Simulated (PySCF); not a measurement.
Al(H)(F)(NMe2) (C2H7AlFN), SMILES C[N](C)[AlH][F].

Geometry: PBE-D3(BJ)/def2-SVP. Other conformers were not sampled.

The numbers are results of PBE/def2-TZVP (PySCF), not measurements.

Symmetry labels are those of the subgroup Cs that the program uses (full group Cs).

List the valence orbital energies around the gap with their symmetry. (Estimate from the structure and the level; the computed values follow.)


```csv
orbital,symmetry,energy (eV)
HOMO−7,A',-10.49
HOMO−6,A",-9.41
HOMO−5,A',-9.23
HOMO−4,A",-9.19
HOMO−3,A',-8.90
HOMO−2,A',-8.61
HOMO−1,A',-7.75
HOMO,A",-5.35
LUMO,A",-1.14
LUMO+1,A',-0.75
LUMO+2,A',0.17
LUMO+3,A',0.86
```
